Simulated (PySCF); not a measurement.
# Fractional electron number in Mn⁺ (manganese, charge +1)

The 4s alpha orbital of [Ar] 3d5 4s1 is emptied in steps (occupation f), with all orbitals relaxed, ending at [Ar] 3d5. Computed with PySCF 2.14 in aug-cc-pVDZ (7s6p4d2f, 59 functions), with the non-relativistic Hamiltonian (point nucleus). The exact energy is a straight line in f; departures are measured from the line between the end points of the same method.

```json
{"f": "1", "UHF (eV)": "0.000", "LDA (eV)": "0.000", "PBE (eV)": "0.000"}
{"f": "0.8", "UHF (eV)": "0.016", "LDA (eV)": "-0.577", "PBE (eV)": "-0.585"}
{"f": "0.6", "UHF (eV)": "0.024", "LDA (eV)": "-0.865", "PBE (eV)": "-0.883"}
{"f": "0.4", "UHF (eV)": "0.023", "LDA (eV)": "-0.863", "PBE (eV)": "-0.888"}
{"f": "0.2", "UHF (eV)": "0.015", "LDA (eV)": "-0.572", "PBE (eV)": "-0.595"}
{"f": "0", "UHF (eV)": "0.000", "LDA (eV)": "0.000", "PBE (eV)": "0.000"}
```

| method | E(f=0) − E(f=1) (eV) | −ε at f=1 (eV) | −ε at f=0.4 (eV) |
| --- | --- | --- | --- |
| UHF | 14.718 | 14.821 | 14.696 |
| LDA | 16.254 | 12.649 | 16.989 |
| PBE | 16.041 | 12.403 | 16.755 |

Orbital energy along the path (eV):

```tsv
f	UHF	LDA	PBE
1	-14.821	-12.649	-12.403
0.8	-14.777	-14.090	-13.830
0.6	-14.735	-15.540	-15.280
0.4	-14.696	-16.989	-16.755
0.2	-14.659	-18.420	-18.258
0	-14.624	-19.792	-19.772
```

Reference removal energy between the ground levels: 15.640 eV (measured; NIST Atomic Spectra Database, ionization energies). UHF lacks correlation.
